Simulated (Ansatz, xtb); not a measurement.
**Group exchange: C2H6O + CH6S2Si → CH6OSi + C2H6S2**

Species: C2H6O (dimethyl ether) `COC`, singlet; CH6S2Si `CSS[SiH3]`, singlet; CH6OSi `CO[SiH3]`, singlet; C2H6S2 (dimethyl disulfide) `CSSC`, singlet. The partners trade CH3 for SiH3: O–CH3 and S–SiH3 bonds give way to O–SiH3 and S–CH3.

Shapes, held fixed at every level: PBE0-D4/def2-TZVP. Flexible molecules stand in one conformer, not always the lowest. Programs: Ansatz 0.2.0, xtb 6.7.1. The zero-point and thermal change to 298 K, harmonic and unscaled (PBE0-D4/def2-TZVP), is -1.9 kJ/mol.

Task: Estimate ΔH(298 K) of this reaction.

Result: The highest level, CCSD(T)/CBS estimate, gives ΔH(298 K) = -72.2 kJ/mol; the levels span -78.9 to +74.7. They disagree on the sign: 1 of 9 are positive. GFN0-xTB strays far from the other rows. The column of differences is taken from that level and isn't an error. No measured value is set beside it here. The CBS estimate extrapolates MP2 from def2-TZVPP and def2-QZVPP and adds CCSD(T) − MP2 in the triple-zeta set, cores frozen. Times are processor times on shared x86 and Arm servers, and rough.

```tsv
level	kind	ΔH(298 K) (kJ/mol)	less CCSD(T)/CBS estimate	CPU time (sum over the molecules)
GFN0-xTB	semi-empirical	+74.7	+146.9	0.16 s
HF/def2-TZVPP	Hartree–Fock	-78.9	-6.7	–
SPW92/def2-TZVPP	LDA	-59.2	+13.0	17 s
BHLYP-D4/def2-TZVPP	global hybrid	-72.6	-0.4	41 s
r2SCAN0-D4/def2-TZVPP	global hybrid	-69.6	+2.6	60 s
wB97M-V/def2-TZVPP	range-separated hybrid	-70.4	+1.8	2.2 min
CCSD/def2-SVP	coupled cluster or CI	-52.5	+19.7	–
CCSD(T)/def2-TZVPP	coupled cluster or CI	-70.1	+2.1	14 min
CCSD(T)/CBS estimate	coupled cluster or CI	-72.2	0.0	19 min
```
